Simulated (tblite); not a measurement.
Isomers of C7H10NPS. Method: GFN2-xTB as coded in tblite; computed harmonic values from a numerical Hessian at the method's own geometry, unscaled. Against measured fundamentals such values can be off by several per cent, at times by over 20. One conformer each.

Electronic energies: GFN2-xTB at the same geometries; isomer energies are rough at this level and their order can be wrong.

| SMILES | electronic energy, lowest = 0 (kJ/mol) |
| --- | --- |
| CCc1nc(SC)ccp1 | 118.4 |
| C#C[P@@](=S)(CC#N)CCC | 280.0 |
| S=P1(n2cccc2)CCC1 | 0.0 |

Problem. How do GFN2-xTB zero-point energies change the relative energies?

Solution. 
```tsv
SMILES	ZPE (kJ/mol)	of it from modes above 1550 cm⁻¹	electronic (kJ/mol)	with ZPE, lowest = 0 (kJ/mol)	lowest mode (cm⁻¹)	rings
S=P1(n2cccc2)CCC1	407.0	192.4	0.0	0.0	23	2
CCc1nc(SC)ccp1	402.1	181.2	118.4	113.5	24	1
C#C[P@@](=S)(CC#N)CCC	392.3	207.8	280.0	265.3	29	0
```

The zero-point energies span 14.7 kJ/mol, from `C#C[P@@](=S)(CC#N)CCC` to `S=P1(n2cccc2)CCC1`. The order is unchanged.
